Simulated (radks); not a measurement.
Question: Dipole-allowed excitations along the series with 11 electrons in [Ne] 3s1. All-electron calculation, scalar-relativistic Kohn-Sham, LB94 model potential, spin-polarised, spherical densities, finite nucleus; open shells are filled with parallel spins first; Fermi nuclear charge, rms radius of each element as measured or else 0.836 A^(1/3) + 0.57 fm. Program: a radial shooting solver on a logarithmic mesh with Libxc functionals. Time-dependent linear response with the Hartree and adiabatic LDA kernel, continuum included through the Sternheimer equations, no spin-orbit coupling, so fine structure and intercombination lines are absent. Lines are the poles of the dipole polarisability below minus the highest occupied eigenvalue, found on a grid refined at the orbital gaps; the lowest seven at most are given, and weak or close lines can be missed. The first line takes the name of the lowest orbital gap if no other gap lies below it; otherwise a line is named after a gap within 0.6 % of it, if that gap stands alone.

| species | -e(HOMO) (eV) | lowest orbital gap (eV) | first line (eV) | f | static alpha (bohr^3) |
|---|---|---|---|---|---|
| Mn14+ | 438.90 | 3s-3p 32.118 | 34.322 (3s-3p) | 0.370 | 0.2446 |
| Fe15+ | 493.27 | 3s-3p 34.466 | 36.810 (3s-3p) | 0.357 | 0.2047 |
| Co16+ | 550.78 | 3s-3p 36.875 | 39.361 (3s-3p) | 0.344 | 0.1727 |
| Ni17+ | 611.45 | 3s-3p 39.352 | 41.980 (3s-3p) | 0.333 | 0.1469 |
| Cu18+ | 675.29 | 3s-3p 41.904 | 44.674 (3s-3p) | 0.323 | 0.1258 |

Estimate the first line of Cr13+, its oscillator strength and the static polarisability.

Answer: 31.890 eV (3s-3p), f = 0.385, alpha = 0.2952 bohr^3.
